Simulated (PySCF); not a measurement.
Computed IR spectrum (relative IR intensity) of a molecule C2H7GaO. Geometry optimised at TPSSh-D3(BJ)/def2-SVP. One conformer was computed; it need not be the lowest. All values below come from TPSSh-D3(BJ)/def2-SVP run with PySCF 2.14.0. Frequencies are harmonic and unscaled.

ν (cm⁻¹): 55 (vw), 545 (m), 594 (m), 599 (s), 733 (s), 912 (w), 1094 (w), 1173 (vs), 1385 (w), 1415 (m), 1478 (vw), 1992 (s), 2024 (s), 2996 (m), 3024 (w), 3031 (m), 3111 (m), 3113 (m) (against the strongest line: vs over 80 %, s over 45 %, m over 15 %, w over 4 %, vw less)

**Question.** Identify the compound among the candidates.
A. [CH3][Ga]([CH3])[OH]
B. CC[O][GaH2]
C. C[O][GaH][CH3]

**Answer.** B, CC[O][GaH2]
